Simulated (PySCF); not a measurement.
**Ionising GaH**

r²SCAN; basis Ga def2-TZVPPD, H def2-TZVPPD; no relativity; PySCF 2.14. Neutral (UKS): singlet (closed shell), Re = 1.673 Å, ωe = 1598 cm⁻¹, De = 2.92 eV, HOMO -5.22 eV, LUMO -2.28 eV.

GaH⁺ (UKS): doublet (σ ↑), Re = 1.659 Å, ωe = 1315 cm⁻¹, De = 0.73 eV to Ga⁺ + H. The energies at the minima are -1925.39758 hartree for GaH and -1925.09212 for GaH⁺.

(1) Work out the adiabatic ionisation energy, without and with harmonic zero-point energies (1 hartree = 27.2114 eV, 1 eV = 8065.5 cm⁻¹), and the change of the bond length.

GaH⁻ (UKS): doublet (π ↑), Re = 1.714 Å, ωe = 1370 cm⁻¹. The energies at the minima are -1925.39758 hartree for GaH and -1925.39959 for GaH⁻.

(2) Work out the adiabatic electron affinity, without and with harmonic zero-point energies (1 hartree = 27.2114 eV, 1 eV = 8065.5 cm⁻¹), and the change of the bond length.

Spin–orbit coupling is left out. For an ion De counts to the pair picked by the measured ionisation energies or electron affinities, which need not be the lowest pair at this level. The highest Kohn–Sham level is positive in this anion. Much of that is self-interaction error, but it also means that the finite basis helps to hold the extra electron. States were picked by a PBE0 search and need not be the measured ground states.

Results:

(1) At r²SCAN: 0.30546 hartree = 8.312 eV between the minima; the zero-point term (1315.0 − 1598.0)/2 cm⁻¹ = -0.018 eV makes it 8.294 eV. Re changes by -1.4 pm against the neutral. Minus the HOMO energy is 5.22 eV, -3.09 eV from the value between the minima; self-interaction puts the Kohn–Sham level too high, less so with exact exchange. The electron leaves a σ orbital, and the small change of length marks it as nearly non-bonding.

(2) At r²SCAN: 0.00201 hartree = 0.055 eV between the minima; the zero-point term (1598.0 − 1370.0)/2 cm⁻¹ = +0.014 eV makes it 0.069 eV. Re changes by +4.1 pm against the neutral. The electron enters a π orbital, which is non-bonding in a hydride.
